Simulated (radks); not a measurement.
Fractional charge and spin in the 1s shell of helium: the spin-up occupation runs from 0 to 1 and the spin-down occupation from 0 to 1; the fullest corner is He, 1s(up 1, down 1). Calculated with a radial shooting solver on a logarithmic mesh with Libxc functionals: non-relativistic Kohn-Sham, LDA (Slater exchange, Perdew-Wang correlation), spin-polarised, spherical densities, point nucleus. Energy (eV) minus the two flat planes that join the four corners (they meet along the diagonal where the two added fractions sum to one electron); zero is where a piecewise linear energy would lie.

| down \ up | 0 | 0.25 | 0.5 | 0.75 | 1 |
|---|---|---|---|---|---|
| 0 | 0.000 | -1.831 | -2.723 | -2.145 | 0.000 |
| 0.25 | -1.831 | -1.829 | -0.775 | 1.684 | -1.522 |
| 0.5 | -2.723 | -0.775 | 2.196 | -0.652 | -2.138 |
| 0.75 | -2.145 | 1.684 | -0.652 | -1.770 | -1.636 |
| 1 | 0.000 | -1.522 | -2.138 | -1.636 | 0.000 |

Corners above the fullest one (they belong to He+ and the next ion): (up 1, down 0) 24.291 eV, (up 0, down 1) 24.291 eV, (up 0, down 0) 77.129 eV. With half an added electron in each spin the energy lies 2.196 eV from the planes (fractional-spin error, the static-correlation error of a stretched bond), and with half an added electron in spin up alone -2.723 eV (fractional-charge error). For a frontier s shell over closed shells the exact functional lies on the planes.
